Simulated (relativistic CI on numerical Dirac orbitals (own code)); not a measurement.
## What each ingredient does to the levels of Ag⁵⁺

Base calculation: Dirac-Coulomb-Breit CI, orbitals from a KLI potential per configuration, model QED, valence Slater integrals scaled by 0.85, P86 correlation energy added to each configuration.

CI space (outside the closed core [Ar] 3d10): 4s2 4p6 4d6, 4s2 4p6 4d5 5s, 4s2 4p6 4d5 4f, 4s2 4p6 4d5 5p, 4s2 4p5 4d7, 4s2 4p6 4d5 5d, 4s2 4p6 4d4 5s2, 4s2 4p6 4d5 6s, 4s2 4p4 4d8, 4s2 4p6 4d5 6p, 4s2 4p6 4d4 5s 5p, 4s 4p6 4d7, 4s2 4p6 4d5 6d, 4s2 4p6 4d5 5g. Levels of other configurations are missing.

Variants: (1) Slater integrals left unscaled; (2) self-excluded LDA correlation estimate; (3) QED terms removed; (4) only the first 3 configurations. Shifts of the energy above 4s2 4p6 4d6 5D_4, in cm⁻¹, for the lowest level and the first level of each name with at least 55 % of one term (blank where a level changes its place among those of its configuration and J or its character, or is not in the variant):

| Level | Base | Δ(1) | Δ(2) | Δ(3) | Δ(4) | Measured |
| --- | --- | --- | --- | --- | --- | --- |
| 4s2 4p6 4d6 5D_4 | 0.0 | 0.0 | 0.0 | 0.0 | 0.0 | 0.0 |
| 4s2 4p6 4d6 5D_3 | 2638.3 | -48.3 | +0.1 | -9.6 | -29.6 | 2692.5 |
| 4s2 4p6 4d6 5D_2 | 3756.1 | +50.5 | +0.1 | -10.3 | +106.7 | 3953.0 |
| 4s2 4p6 4d6 5D_1 | 4704.9 | +26.0 | +0.1 | -14.0 | +106.9 | 4941.0 |
| 4s2 4p6 4d6 5D_0 | 5101.2 | +37.8 | +0.1 | -14.9 | +133.5 | 5380.0 |
| 4s2 4p6 4d6 3P_2 | 18632.9 | +2541.3 | -0.7 | -1.8 | +2843.3 | 21041.5 |
| 4s2 4p6 4d6 3H_6 | 21958.3 | +3778.9 | -0.8 | -5.2 | -1223.2 | 21512.5 |
| 4s2 4p6 4d6 3H_5 | 22103.3 | +3824.5 | -0.8 | -3.5 | -900.3 | 21812.0 |
| 4s2 4p6 4d6 3F_3 | 23271.0 | +3397.5 | -0.7 | -7.3 | +1028.1 | 24441.0 |
| 4s2 4p6 4d6 3F_2 | 23980.1 | +3414.7 | -0.7 | -8.0 | +1374.8 | 25306.5 |
| 4s2 4p6 4d6 3H_4 | 24675.7 | +3515.5 | -0.7 | -15.3 |  | 25144.5 |
| 4s2 4p6 4d6 3P_0 | 25857.9 | +3041.1 | -0.8 | -14.1 | +2984.9 |  |
| 4s2 4p6 4d6 3P_1 | 25881.8 | +2601.7 | -0.7 | -24.0 | +2690.1 | 28232.0 |
| 4s2 4p6 4d6 3G_5 | 27885.7 | +4007.5 | -0.8 | -17.6 | -428.6 | 27958.5 |
| 4s2 4p6 4d6 3G_4 | 29139.9 | +4142.0 | -0.8 | -16.6 | +102.5 | 29659.5 |
| 4s2 4p6 4d6 3G_3 | 29840.2 | +4036.7 | -0.8 | -20.7 | +197.2 | 30361.0 |
| 4s2 4p6 4d6 3D_2 | 31324.0 | +4711.2 | -0.6 | -7.3 | +1768.6 | 32650.5 |
| 4s2 4p6 4d6 3D_1 | 32276.9 | +4611.1 | -0.6 | -13.4 | +1615.9 | 33558.0 |
| 4s2 4p6 4d6 3D_3 | 32508.4 | +4755.6 | -0.6 | -11.7 | +1424.9 | 33509.0 |
| 4s2 4p6 4d6 1I_6 | 34692.6 | +5550.1 | -1.1 | -16.0 | -1806.9 | 34194.5 |
| 4s2 4p6 4d6 1G_4 | 35794.0 | +4645.0 | -1.2 | -26.6 | +650.8 | 37481.0 |
| 4s2 4p6 4d6 1S_0 | 38497.4 | +4614.3 | -0.9 | -25.5 | +3071.9 |  |

At this charge configurations can still be misplaced by up to about 7 % of their energy. 35 of the 69 excited levels that our extract of the measured tables holds in this range could be paired (the sources list more); they are missed by 2876 cm⁻¹ on average and 8259 at most, and levels without a partner can miss by more. Some levels of the ground configuration have no partner and can miss by 10 % or more.

Measured levels: measured levels as listed in Gamrath, thesis, University of Mons (2023).

Ionisation energy from the two ground configurations alone: base 83.86 eV; Slater integrals left unscaled 83.39 eV; self-excluded LDA correlation estimate 84.23 eV. The NIST ASD value (theoretical) is 82 eV. The gap of more than 2 % comes from missing correlation, or from a tabulated value that is itself an estimate.
